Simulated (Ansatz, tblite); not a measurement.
Removing an electron: SnEtH3 (C2H8Sn). Charge 0, multiplicity 1. Geometry: PBE0-D4/def2-SVP. Ansatz, gas phase; energy differences of separate SCF runs; the oxidised species was run as a doublet alone.

```
atom    x (Å)    y (Å)    z (Å)
 Sn1  -1.5030   0.5649   0.2341
  C2   0.4016  -0.4064   0.5630
  C3   1.3408  -0.3306  -0.6325
  H4   0.1859  -1.4521   0.8350
  H5   0.8507   0.0620   1.4536
  H6   2.3000  -0.8343  -0.4261
  H7   0.9087  -0.8112  -1.5249
  H8   1.5751   0.7106  -0.9064
  H9  -2.2652  -0.1096  -1.1497
 H10  -1.2619   2.2435  -0.0387
 H11  -2.5326   0.3631   1.5928
```

In the def2 sets Sn takes a core potential; there is no spin–orbit coupling. The xTB rows come from tblite.

```
              level  −HOMO (eV)  vertical IE (eV)  −LUMO (eV)  HOMO–LUMO gap (eV)
           GFN1-xTB       11.68             14.66        5.11                6.57
           GFN2-xTB       11.14             13.98        4.94                6.20
   PBE-D4/def2-TZVP        6.65              9.63        0.41                6.24
r2SCAN-D4/def2-TZVP        6.88              9.64       -0.05                6.93
  PBE0-D4/def2-TZVP        7.80              9.78       -0.32                8.12
```

  Raw xTB energy differences between charge states are shifted by several eV; the methods need an empirical correction for them.
